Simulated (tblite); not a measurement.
Species: C5H7F3OSi.
Structure used (GFN2-xTB), in Å, numbered top down from 1:
```xyz
17
C5H7F3OSi angstrom
O      0.349    0.011    2.420
C      1.045    0.319    1.489
C      0.893   -0.156    0.108
Si     2.339   -1.212   -0.538
C     -0.170    0.129   -0.635
C     -1.313    0.978   -0.152
F     -0.872    2.048    0.576
F     -1.965    1.531   -1.214
C     -2.306    0.197    0.724
F     -2.589   -1.010    0.153
H      1.933    0.968    1.626
H      2.081   -1.469   -1.951
H      3.559   -0.427   -0.347
H      2.381   -2.443    0.248
H     -0.281   -0.221   -1.650
H     -3.244    0.755    0.817
H     -1.847    0.016    1.701
```

Computed with GFN2-xTB (tblite): harmonic, unscaled wavenumbers at the GFN2-xTB geometry, gas phase. Errors from tens to a few hundred cm⁻¹ against measured bands are possible. Modes of hydrogen on silicon can be 10 to 20 % off. One conformer, not necessarily the lowest.

Harmonic wavenumbers (cm⁻¹): 56.8, 62.0, 70.0, 84.0, 116.9, 129.0, 182.0, 207.8, 254.6, 276.4, 326.9, 373.0, 429.2, 489.2, 528.1, 541.5, 571.4, 622.0, 755.1, 762.6, 763.6, 780.6, 809.5, 850.4, 908.9, 927.7, 1020.7, 1060.3, 1075.5, 1111.3, 1147.4, 1208.4, 1269.0, 1305.7, 1360.7, 1405.7, 1680.0, 1752.8, 2274.1, 2297.7, 2305.4, 2750.1, 2960.2, 2971.0, 3089.3.

A = 1543, B = 718.0, C = 679.3 MHz; mass 168.022 u (most abundant isotopes); point group C1, symmetry number 1.

Task: What is the zero-point energy?

Result: ½Σν̃ = 22962 cm⁻¹ = 274.69 kJ/mol.

Task: Entropy at 400 K, 1 bar (ideal gas, RRHO, classical rotation)?

Result: Translation 178.87, rotation 131.01, vibration 212.05: S = 521.9 J/(mol K).

Task: And Cp and H(400 K) − H(0)?

Result: Cp = 223.41 J/(mol K), of which vibrations give 190.15 (their classical limit is 45 R = 374.2); H(400 K) − H(0) = 55.49 kJ/mol without the zero-point energy, 42.19 from vibrations.

Task: Blend soft modes into free rotors: weight 1/[1 + (100 cm⁻¹/ν̃)⁴] for the oscillator and the rest for a rotor with moment μB/(μ + B), μ = h/(8π²ν), B = 10⁻⁴⁴ kg m². What vibrational entropy results?

Result: 192.69 J/(mol K) in place of 212.05, which changes −T·S at 400 K by +7.74 kJ/mol.

Task: How do the functions run with temperature in this model?

Result: 
```
 T (K)  S (J/(mol K))  Cp (J/(mol K))  H − H(0) (kJ/mol)  G − H(0) (kJ/mol)  ln q(vib)
   150          358.9           120.1              11.83             -42.01       4.34
   250          431.0           165.4              26.13             -81.62       7.88
298.15          461.9           185.8              34.59            -103.12       9.50
   600          623.4           276.4             105.88            -268.13      18.86
   900          745.3           323.7             196.59            -474.19      26.85
```

q(vib) and H(0) count from the zero-point level.

Task: What must be added to the electronic energy to get the Gibbs energy at 400 K and 1 bar?

Result: ZPE + [H(400 K) − H(0)] − T·S = 274.69 + 55.49 − 208.77 = 121.41 kJ/mol.

Task: Which modes carry the vibrational entropy at 400 K?

Result: 56.8 cm⁻¹: 21.53; 62.0 cm⁻¹: 20.81; 70.0 cm⁻¹: 19.80; 84.0 cm⁻¹: 18.30; 116.9 cm⁻¹: 15.58; 129.0 cm⁻¹: 14.77 J/(mol K); the other 39 give 101.26 together.

Hindered rotation and anharmonicity are outside this model. Other conformers, if any are populated, would add a mixing term that is left out. The structure is chiral; the term R ln 2 for an equal mix with its mirror image is left out.

Time: 1.2 s of wall time. Hardware: one thread of an Arm Neoverse N1, on a shared host. This covers the Hessian and the dipole derivatives.
